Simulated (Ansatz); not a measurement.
Zr3O6, relaxed as a quintet with UKS PBE-D4/def2-SVP in Ansatz, starting from the PBE-D4/def2-SVP geometry of the neutral singlet. Force threshold 0.03 eV/Å.

In the def2 sets Zr takes a core potential; there is no spin–orbit coupling. The relaxation made no stability test and no search for a lower SCF solution. At PBE-D4/def2-SVP a singlet of charge 0 lies 5.66 eV below the quintet, each at its own geometry. The structure comes from a short search, and lower isomers may exist.

Start:

Cartesian coordinates in Å:
```
Zr -2.097 0.109 -0.104
Zr 0.512 -1.599 -0.140
Zr 0.646 1.495 0.428
O -1.549 -1.573 0.537
O 1.441 2.963 -0.192
O 1.680 -0.204 0.717
O -1.420 1.403 1.082
O -0.404 0.213 -1.069
O 1.190 -2.808 -1.257
```

```
        step  energy (eV)  largest force component (eV/Å)  SCF passes
           1  -16110.3909                           2.397          93
           2  -16110.8123                           1.689         163
           3  -16111.1169                           1.845          84
4 (rejected)  -16111.0023                           4.263          59
           5  -16111.4603                           0.542          61
           6  -16111.5535                           0.246          53
           7  -16111.5631                           0.403          59
           8  -16111.5892                           0.247          45
           9  -16111.7103                           0.488          53
          10  -16111.8431                           0.773          47
          11  -16111.8861                           0.638          52
          12  -16111.9186                           0.424          48
          13  -16111.9319                           0.112          46
          14  -16111.9344                           0.189          43
          15  -16111.9346                           0.134          44
          16  -16111.9372                           0.014          43
```

Force components are those of the run's own axes.

End:

```xyz
9

Zr   -2.179    0.034    0.331
Zr    0.383   -1.541   -0.189
Zr    0.515    1.469    0.369
O    -1.477   -1.879    0.303
O     1.623    2.976   -0.333
O     1.383   -0.238    0.957
O    -1.317    1.766    0.978
O    -0.302    0.202   -1.017
O     1.372   -2.789   -1.398
```

By distances, no bond broke or formed. The bond that changes most is Zr1–O8, from 1.95 to 2.32 Å (atoms count from 1).

No frequencies were taken in this run, so the end may be a saddle point.

It took 2 min on 4 threads of Arm Neoverse V1 on a shared host, peak host memory 0.58 GiB.
